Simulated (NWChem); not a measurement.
System: CH4OSn, singlet; SMILES C[O][SnH]

NWChem input:

```
start job
memory heap 200 mb stack 900 mb global 1100 mb
geometry units angstroms
  Sn    -0.209500    -0.285577     0.407136
  H     -1.841506    -0.569307    -0.539510
  O      0.842830     0.799007    -0.895038
  C      0.876728     1.409364    -2.158950
  H      1.022166     2.492650    -2.030985
  H      1.709180     1.009688    -2.728050
  H     -0.049203     1.239973    -2.710734
end
basis spherical
  * library def2-svp
end
ecp
  Sn library def2-ecp
end
dft
  xc pbe0
  iterations 150
end
driver
  maxiter 120
end
task dft optimize
dft
  grid fine
  convergence energy 1d-8 density 1d-7
end
task dft freq numerical
```

Parts of the log:

```
             Northwest Computational Chemistry Package (NWChem) 7.3.0
             --------------------------------------------------------

 C1  symmetry detected

                             Geometry "geometry" -> ""
                             -------------------------

 Output coordinates in angstroms (scale by  1.889725989 to convert to a.u.)

  No.       Tag          Charge          X              Y              Z
 ---- ---------------- ---------- -------------- -------------- --------------
    1 Sn                  50.0000     0.01949060    -0.67629464    -0.00007310
    2 H                    1.0000    -1.88733998    -0.74017182     0.00125688
    3 O                    8.0000     0.36927984     1.28763638    -0.00075399
    4 C                    6.0000    -0.18161829     2.57901910    -0.00120147
    5 H                    1.0000     0.15036758     3.11153332     0.90281723
    6 H                    1.0000     0.17016678     3.11872972    -0.87387080
    7 H                    1.0000    -1.27225358     2.54943521    -0.01330758

 Effective nuclear repulsion energy (a.u.)     226.3850667132

                                Z-matrix (autoz)
                                --------

 Units are Angstrom for bonds and degrees for angles

      Type          Name      I     J     K     L     M      Value
      ----------- --------  ----- ----- ----- ----- ----- ----------
    1 Stretch                  1     2                       1.90790
    2 Stretch                  1     3                       1.99484
    3 Stretch                  3     4                       1.40398
    4 Stretch                  4     5                       1.10047
    5 Stretch                  4     6                       1.08471
    6 Stretch                  4     7                       1.09110
    7 Bend                     1     3     4               146.79826
    8 Bend                     2     1     3               102.01752
    9 Bend                     3     4     5               109.05372
   10 Bend                     3     4     6               109.30888
   11 Bend                     3     4     7               111.54792
   12 Bend                     5     4     6               108.80167
   13 Bend                     5     4     7               108.89177
   14 Bend                     6     4     7               109.19221
   15 Torsion                  1     3     4     5         119.62532
   16 Torsion                  1     3     4     6        -121.53852
   17 Torsion                  1     3     4     7          -0.68410
   18 Torsion                  2     1     3     4          -0.04014

                           NWChem Geometry Optimization
                           ----------------------------

 maximum gradient threshold         (gmax) =   0.000450
 rms gradient threshold             (grms) =   0.000300
 maximum cartesian step threshold   (xmax) =   0.001800
 rms cartesian step threshold       (xrms) =   0.001200
 fixed trust radius                (trust) =   0.300000
 source of zmatrix                         =   autoz

          -------------------
          Energy Minimization
          -------------------

 Using diagonal initial Hessian
 Scaling for Hessian diagonals: bonds = 1.00  angles = 0.25  torsions = 0.10

          --------
          Step   0

                                 NWChem DFT Module
                                 -----------------

 Summary of "ao basis" -> "ao basis" (spherical)
 ------------------------------------------------------------------------------
       Tag                 Description            Shells   Functions and Types
 ---------------- ------------------------------  ------  ---------------------
 Sn                         def2-svp                10       26   4s4p2d
 H                          def2-svp                 3        5   2s1p
 O                          def2-svp                 6       14   3s2p1d
 C                          def2-svp                 6       14   3s2p1d

            General Information
            -------------------
          SCF calculation type: DFT
          Wavefunction type:  closed shell.
          No. of atoms     :     7
          No. of electrons :    40
           Alpha electrons :    20
            Beta electrons :    20
          Charge           :     0
          Spin multiplicity:     1
          Use of symmetry is: off; symmetry adaption is: off
          Maximum number of iterations: 150
          AO basis - number of functions:    74
                     number of shells:    34
          Convergence on energy requested:  1.00D-06
          Convergence on density requested:  1.00D-05
          Convergence on gradient requested:  5.00D-04

              XC Information
              --------------
                         PBE0 Method XC Functional
                     Hartree-Fock (Exact) Exchange  0.250
          PerdewBurkeErnzerhof Exchange Functional  0.750
            Perdew 1991 LDA Correlation Functional  1.000 local
           PerdewBurkeErnz. Correlation Functional  1.000 non-local

             Grid Information
             ----------------
          Grid used for XC integration:  medium
          Radial quadrature: Mura-Knowles
          Angular quadrature: Lebedev.
          Tag              B.-S. Rad. Rad. Pts. Rad. Cut. Ang. Pts.
          ---              ---------- --------- --------- ---------
          Sn                  1.45      123          11.0       590
          H                   0.35       45          12.0       434
          O                   0.60       49           9.0       434
          C                   0.70       49          11.0       434
          Grid pruning is: on
          Number of quadrature shells:   401
          Spatial weights used:  Erf1

      Superposition of Atomic Density Guess
      -------------------------------------

 Sum of atomic energies:        -363.40882344

      Non-variational initial energy
      ------------------------------

 Total energy =    -328.388287
 1-e energy   =    -770.270887
 2-e energy   =     321.811673
 HOMO         =      -0.237563
 LUMO         =      -0.058178

   convergence    iter        energy       DeltaE   RMS-Dens  Diis-err
 ---------------- ----- ----------------- --------- --------- ---------
 d= 0,ls=0.0,diis     1   -329.7189417433 -4.50D+02  2.35D-02  5.28D-01
 d= 0,ls=0.0,diis     2   -329.2727271068  4.46D-01  1.62D-02  4.43D+00
 d= 0,ls=0.0,diis     3   -329.7910735545 -5.18D-01  2.35D-03  2.01D-02
 d= 0,ls=0.0,diis     4   -329.7929609284 -1.89D-03  8.05D-04  8.53D-03
 d= 0,ls=0.0,diis     5   -329.7941070628 -1.15D-03  1.42D-04  5.26D-05
  Resetting Diis
 d= 0,ls=0.0,diis     6   -329.7941143445 -7.28D-06  5.20D-05  6.53D-06
 d= 0,ls=0.0,diis     7   -329.7941156600 -1.32D-06  1.28D-05  1.71D-07
 d= 0,ls=0.0,diis     8   -329.7941156621 -2.10D-09  6.08D-06  1.88D-07

         Total DFT energy =     -329.794115662058
      One electron energy =     -772.836469015909
           Coulomb energy =      356.373883257897
    Exchange-Corr. energy =      -33.402457008494
 Nuclear repulsion energy =      120.070927104448

 Numeric. integr. density =       40.000008315009

                       DFT Final Molecular Orbital Analysis
                       ------------------------------------

 Vector   18  Occ=2.000000D+00  E=-2.812426D-01
              MO Center=  2.5D-01,  1.5D+00, -5.3D-02, r^2= 1.9D+00
   Bfn.  Coefficient  Atom+Function         Bfn.  Coefficient  Atom+Function
  ----- ------------  ---------------      ----- ------------  ---------------
    37      0.513897  3 O  pz                40      0.409472  3 O  pz
    65      0.220761  6 H  s                 51     -0.189460  4 C  pz
    60     -0.173901  5 H  s                 13      0.161581  1 Sn pz
    66      0.139509  6 H  s                 16      0.130207  1 Sn pz
    35     -0.114798  3 O  px                61     -0.111701  5 H  s

 Vector   19  Occ=2.000000D+00  E=-2.799554D-01
              MO Center=  1.8D-01,  1.3D+00,  5.8D-02, r^2= 2.4D+00
   Bfn.  Coefficient  Atom+Function         Bfn.  Coefficient  Atom+Function
  ----- ------------  ---------------      ----- ------------  ---------------
    35      0.478688  3 O  px                38      0.379056  3 O  px
    70      0.220408  7 H  s                 12     -0.177466  1 Sn py
    36      0.177540  3 O  py                49     -0.169804  4 C  px
    60     -0.157016  5 H  s                 71      0.153086  7 H  s
    39      0.129978  3 O  py                37      0.121079  3 O  pz

 Vector   20  Occ=2.000000D+00  E=-2.403238D-01
              MO Center= -4.8D-01, -6.9D-01,  3.1D-04, r^2= 3.4D+00
   Bfn.  Coefficient  Atom+Function         Bfn.  Coefficient  Atom+Function
  ----- ------------  ---------------      ----- ------------  ---------------
     3      0.409862  1 Sn s                 28     -0.335585  2 H  s
    11      0.330069  1 Sn px                27     -0.331096  2 H  s
     4      0.248975  1 Sn s                 14      0.179280  1 Sn px
     2     -0.156356  1 Sn s                 35     -0.154728  3 O  px
     1     -0.130169  1 Sn s                 38     -0.125117  3 O  px

[...]

      ----------------------
      Optimization converged
      ----------------------

  Step       Energy      Delta E   Gmax     Grms     Xrms     Xmax
  ---- ---------------- -------- -------- -------- -------- --------
@    5    -329.80098581 -2.8D-06  0.00034  0.00010  0.00082  0.00175
                                     ok       ok       ok       ok

                                Z-matrix (autoz)
                                --------

 Units are Angstrom for bonds and degrees for angles

      Type          Name      I     J     K     L     M      Value     Gradient
      ----------- --------  ----- ----- ----- ----- ----- ---------- ----------
    1 Stretch                  1     2                       1.80217   -0.00034
    2 Stretch                  1     3                       1.99421   -0.00018
    3 Stretch                  3     4                       1.39234    0.00007
    4 Stretch                  4     5                       1.10628   -0.00002
    5 Stretch                  4     6                       1.10631    0.00003
    6 Stretch                  4     7                       1.10816    0.00003
    7 Bend                     1     3     4               128.94673    0.00001
    8 Bend                     2     1     3                93.30302    0.00008
    9 Bend                     3     4     5               110.49829   -0.00003
   10 Bend                     3     4     6               110.45820   -0.00004
   11 Bend                     3     4     7               113.20294   -0.00001
   12 Bend                     5     4     6               106.91581    0.00004
   13 Bend                     5     4     7               107.74344    0.00002
   14 Bend                     6     4     7               107.77070    0.00003
   15 Torsion                  1     3     4     5         120.19621   -0.00002
   16 Torsion                  1     3     4     6        -121.70375   -0.00001
   17 Torsion                  1     3     4     7          -0.75070   -0.00001
   18 Torsion                  2     1     3     4           0.21484    0.00000

                         Geometry "geometry" -> "geometry"
                         ---------------------------------

 Output coordinates in angstroms (scale by  1.889725989 to convert to a.u.)

  No.       Tag          Charge          X              Y              Z
 ---- ---------------- ---------- -------------- -------------- --------------
    1 Sn                  50.0000    -0.02678315    -0.62858939     0.00202132
    2 H                    1.0000    -1.77355960    -0.18523709    -0.00245469
    3 O                    8.0000     0.57437087     1.27285882     0.00176843
    4 C                    6.0000    -0.19428612     2.43379484     0.00301589
    5 H                    1.0000     0.02751954     3.04430473     0.89852525
    6 H                    1.0000     0.04534624     3.05715891    -0.87897513
    7 H                    1.0000    -1.28451485     2.23559644    -0.00903391

 Effective nuclear repulsion energy (a.u.)     231.9563700911

                Final and change from initial internal coordinates
                --------------------------------------------------

                                Z-matrix (autoz)
                                --------

 Units are Angstrom for bonds and degrees for angles

[...]

 Rotational Constants
 --------------------
 A=   1.401658 cm-1  (  2.016629 K)
 B=   0.100681 cm-1  (  0.144854 K)
 C=   0.095631 cm-1  (  0.137588 K)

 Temperature                      =   298.15K
 frequency scaling parameter      =   1.0000

 Zero-Point correction to Energy  =   29.295 kcal/mol  (  0.046684 au)
 Thermal correction to Energy     =   32.366 kcal/mol  (  0.051579 au)
 Thermal correction to Enthalpy   =   32.959 kcal/mol  (  0.052523 au)

 Total Entropy                    =   72.741 cal/mol-K
   - Translational                =   40.907 cal/mol-K (mol. weight = 149.9280)
   - Rotational                   =   24.284 cal/mol-K (symmetry #  =        1)
   - Vibrational                  =    7.550 cal/mol-K

 Cv (constant volume heat capacity) =   14.506 cal/mol-K
   - Translational                  =    2.979 cal/mol-K
   - Rotational                     =    2.979 cal/mol-K
   - Vibrational                    =    8.547 cal/mol-K

[normal modes left out]

 ----------------------------------------------------------------------------
 Normal Eigenvalue ||           Projected Infra Red Intensities
  Mode   [cm**-1]  || [atomic units] [(debye/angs)**2] [(KM/mol)] [arbitrary]
 ------ ---------- || -------------- ----------------- ---------- -----------
    1       -0.000 ||    0.000182           0.004         0.177       0.035
    2       -0.000 ||    0.000220           0.005         0.215       0.042
    3       -0.000 ||    0.000004           0.000         0.004       0.001
    4       -0.000 ||    0.001468           0.034         1.431       0.280
    5       -0.000 ||    0.000042           0.001         0.041       0.008
    6        0.000 ||    0.000042           0.001         0.041       0.008
    7      127.507 ||    0.003622           0.084         3.531       0.691
    8      234.718 ||    0.004943           0.114         4.818       0.943
    9      277.094 ||    0.017592           0.406        17.149       3.357
   10      527.752 ||    0.079983           1.845        77.971      15.262
   11      632.333 ||    0.045950           1.060        44.794       8.768
   12     1158.263 ||    0.187389           4.323       182.676      35.757
   13     1170.686 ||    0.002750           0.063         2.681       0.525
   14     1186.615 ||    0.021342           0.492        20.805       4.072
   15     1460.134 ||    0.046110           1.064        44.950       8.799
   16     1464.980 ||    0.001089           0.025         1.061       0.208
   17     1469.868 ||    0.004525           0.104         4.411       0.863
   18     1660.854 ||    0.496291          11.450       483.809      94.700
   19     2985.201 ||    0.104872           2.419       102.234      20.011
   20     3068.455 ||    0.039003           0.900        38.022       7.442
   21     3077.387 ||    0.043117           0.995        42.032       8.227
 ----------------------------------------------------------------------------
```

Level: PBE0/def2-SVP with def2 effective core potentials on Sn. Low-valent species are run as closed-shell singlets; no triplet was tried in these runs. def2 effective core potentials on Sn; no spin-orbit coupling.
